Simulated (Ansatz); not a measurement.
A CCSD(T) single point on CHBFN (`N#CBF`).

```yaml
crystal:
  periodic: [false, false, false]
  atoms:
    - {symbol: N, position_ang: [0.699021, -1.305439, 1.492003]}
    - {symbol: C, position_ang: [0.307902, -0.606960, 0.664453]}
    - {symbol: B, position_ang: [-0.159847, 0.376936, -0.429785]}
    - {symbol: F, position_ang: [-1.223530, 0.070495, -1.128270]}
    - {symbol: H, position_ang: [0.426254, 1.391269, -0.639801]}
basis:
  gaussian: {orbitals: def2-TZVPP}
correlation: {method: ccsd_t}
output: {orbitals: {seedname: orbitals}}
```

```sh
$ ansatz run in.yaml --threads 2 --pin off --events-out ev --progress --plain --max-ram 32768MiB --backend cpu
```

The program prints (abridged):

```
Functional definition: HF
874 factors; integrals over basis functions are off by at most 5.9e-4 eV
mean field evaluation 1: about -5906.5436 eV, gradient 3.5e1 eV
mean field evaluation 2: about -5906.5520 eV, gradient 3.5e1 eV
mean field evaluation 4: about -5909.2206 eV, gradient 4.2e0 eV
mean field evaluation 8: about -5909.2785 eV, gradient 3.4e-1 eV
mean field evaluation 16: about -5909.2120 eV, gradient 4.2e0 eV
mean field -5909.27929717 eV, -217.1620087177 hartree, gradient 3.4e-6 eV, S^2 0.000000; 0 other end points of the search recorded, 0 dependent functions left out
4 core orbitals not correlated: weight in the atoms' cores, before any rotation towards them, 1.000 or more for the frozen orbitals, at most 0.000 for the correlated occupied ones
reference -5909.27929717 eV, -217.1620087177 hartree; 10, 10 occupied and 124, 124 virtual orbitals, 874 factors
second order -18.31329707 eV of doubles, -0.00000000 eV of singles
cycle   1  -17.91895569 eV  change    3.9e-1 eV  update   1.1e-1
cycle   2  -18.43729752 eV  change   -5.2e-1 eV  update   3.3e-2
cycle   3  -18.55463154 eV  change   -1.2e-1 eV  update   1.6e-2
cycle   4  -18.54577037 eV  change    8.9e-3 eV  update   4.4e-3
cycle   5  -18.54617581 eV  change   -4.1e-4 eV  update   2.1e-3
cycle   6  -18.54796178 eV  change   -1.8e-3 eV  update   5.5e-4
cycle   7  -18.54786553 eV  change    9.6e-5 eV  update   2.4e-4
cycle   8  -18.54777898 eV  change    8.7e-5 eV  update   8.1e-5
cycle   9  -18.54778803 eV  change   -9.0e-6 eV  update   3.3e-5
cycle  10  -18.54777642 eV  change    1.2e-5 eV  update   1.1e-5
perturbative correction -0.78813632 eV, -0.0289634754 hartree
Total energy: -5928.61520991 eV, -217.8725904044 hartree
```

Run time 26 s (2 threads of a server CPU on a shared host); peak host memory 0.85 GiB.

Correlation energy per correlated electron: -0.967 eV. T1 diagnostic: 0.0148.
